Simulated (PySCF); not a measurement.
Species: C4H12OSi.
Atom-mapped SMILES: `[CH3:1][SiH2:2][O:3][CH:4]([CH3:5])[CH3:6]` (hydrogens: H7, H8, H9 on C1; H10, H11 on Si2; H12 on C4; H13, H14, H15 on C5; H16, H17, H18 on C6)

Computed, not measured: TDDFT wB97X-D/def2-SVPD, vertical, gas phase, core orbitals frozen in the response (PySCF). One conformer (not necessarily the lowest) at the PBE0-D3(BJ)/def2-SVP geometry, without solvent, vibrations or thermal averaging. Torsions of this conformer, `[CH3:1][SiH2:2][O:3][CH:4]([CH3:5])[CH3:6]`: C1–Si2–O3–C4 -172°, Si2–O3–C4–C5 -85°.

Computed states:

```csv
state,E (eV),f
S1,7.52,0.0024
S2,7.94,0.015
S3,8.24,0.072
S4,8.34,0.012
S5,8.66,0.078
S6,8.78,0.020
S7,8.91,0.089
S8,9.08,0.039
S9,9.17,0.044
S10,9.20,0.060
```

Broadening: Gaussians 0.4 eV wide at half height, area fixed by f = 4.319×10⁻⁹ ∫ε dν̃. The cross-section is σ = 3.8235×10⁻²¹ ε cm², given in Mb (10⁻¹⁸ cm²). The width is an assumption, not a result. The curve ends short of the highest state used, and states not computed would add to its high-energy end.

Question: What does the envelope look like, and where are its maxima?

Answer: 
```csv
E (eV),σ (Mb)
6.92,0.00
6.96,0.00
7.00,0.01
7.03,0.01
7.07,0.02
7.11,0.03
7.15,0.06
7.19,0.10
7.23,0.15
7.27,0.21
7.31,0.29
7.35,0.38
7.39,0.48
7.43,0.57
7.47,0.66
7.51,0.75
7.54,0.83
7.58,0.96
7.62,1.15
7.66,1.42
7.70,1.81
7.74,2.35
7.78,3.05
7.82,3.92
7.86,5.01
7.90,6.32
7.94,7.92
7.98,9.82
8.02,12.02
8.05,13.83
8.09,16.34
8.13,18.77
8.17,20.85
8.21,22.35
8.25,23.14
8.29,23.22
8.33,22.79
8.37,22.19
8.41,21.81
8.45,22.00
8.49,22.98
8.53,24.80
8.56,26.65
8.60,29.55
```

Maxima: 150 nm (8.27 eV), ε about 6100, made up of S3 (78%) and S4 (12%) (ε in L mol⁻¹ cm⁻¹; maxima over ε = 5, shares over 10%). At its high-energy end, 8.60 eV, the curve is still rising (ε about 7700, from S5, S6 and S7).

Question: Coming from long wavelengths, where does ε first pass 100 L mol⁻¹ cm⁻¹?

Answer: At about 169 nm (7.35 eV), 0.17 eV below S1.

Question: What would ε be at 8.27 eV, the highest of these maxima, with half the width (0.2 eV)?

Answer: About 10300 L mol⁻¹ cm⁻¹ against 6080, a factor of about 1.7; a lone state at its own centre would give exactly 2.

All these states lie below the vertical ionisation energy of 9.91 eV (ΔSCF).

The run took 3.8 min on one thread, Arm Neoverse N1, on a shared host.
